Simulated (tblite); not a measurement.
C₄H₅N₂O (doublet state).
Geometry (GFN2-xTB, Å), atoms numbered from 1 in this order:
```
atom  x, y, z in Å
O1     2.374   -0.991   -0.341
C2     1.729    0.081    0.039
C3     0.239    0.065    0.022
C4    -0.646    1.106    0.390
N5    -1.897    0.734    0.248
N6    -1.855   -0.521   -0.202
C7    -0.600   -0.970   -0.355
H8     2.078    0.976   -0.545
H9     2.064    0.398    1.064
H10   -0.406    2.088    0.746
H11   -2.715   -1.014   -0.385
H12   -0.363   -1.953   -0.708
```

Computed values, GFN2-xTB/tblite, gas phase, harmonic and unscaled. Errors from tens to a few hundred cm⁻¹ against measured bands are possible. One conformer, not necessarily the lowest. Open shells enter through the occupations alone, without spin polarisation, and single modes of such species can be off by tens of per cent.

Harmonic wavenumbers (cm⁻¹): 74.0, 178.9, 225.5, 460.6, 539.3, 573.9, 650.8, 671.9, 703.1, 796.3, 845.2, 894.0, 983.3, 1041.3, 1066.1, 1116.9, 1156.1, 1189.0, 1221.8, 1254.2, 1324.0, 1358.0, 1411.5, 1437.9, 1536.1, 2511.5, 2613.7, 3178.8, 3191.8, 3449.8.

A = 7972, B = 1938, C = 1574 MHz; mass 97.040 u (most abundant isotopes); point group Cs, symmetry number 1; spin multiplicity 2.

Question: Zero-point energy?

Answer: ½Σν̃ = 18828 cm⁻¹ = 53.83 kcal/mol.

Question: What is S at 500 K and 1 bar for an ideal gas of classical rigid rotors and harmonic oscillators?

Answer: Translation 42.22, rotation 28.52, vibration 23.85, spin (R ln 2) 1.38: S = 96.0 cal/(mol K).

Question: And Cp and H(500 K) − H(0)?

Answer: Cp = 37.04 cal/(mol K), of which vibrations give 29.09 (their classical limit is 30 R = 59.6); H(500 K) − H(0) = 10.71 kcal/mol without the zero-point energy, 6.73 from vibrations.

Question: How do the functions run with temperature in this model?

Answer: 
| T (K) | S (cal/(mol K)) | Cp (cal/(mol K)) | H − H(0) (kcal/mol) | G − H(0) (kcal/mol) | ln q(vib) |
| --- | --- | --- | --- | --- | --- |
| 150 | 67.6 | 14.4 | 1.64 | -8.50 | 1.02 |
| 250 | 76.3 | 20.7 | 3.38 | -15.70 | 2.08 |
| 298.15 | 80.2 | 24.2 | 4.46 | -19.47 | 2.63 |
| 400 | 88.4 | 31.2 | 7.29 | -28.06 | 3.89 |
| 600 | 103.2 | 41.7 | 14.65 | -47.24 | 6.59 |
| 900 | 122.0 | 50.9 | 28.68 | -81.10 | 10.70 |

q(vib) and H(0) count from the zero-point level.

Question: Which modes carry the vibrational entropy at 500 K?

Answer: 74.0 cm⁻¹: 5.06; 178.9 cm⁻¹: 3.33; 225.5 cm⁻¹: 2.88; 460.6 cm⁻¹: 1.57; 539.3 cm⁻¹: 1.30; 573.9 cm⁻¹: 1.20 cal/(mol K); the other 24 give 8.50 together.

Question: What must be added to the electronic energy to get the Gibbs energy at 500 K and 1 bar?

Answer: ZPE + [H(500 K) − H(0)] − T·S = 53.83 + 10.71 − 47.99 = 16.55 kcal/mol.

Hindered rotation and anharmonicity are outside this model. Other conformers, if any are populated, would add a mixing term that is left out.
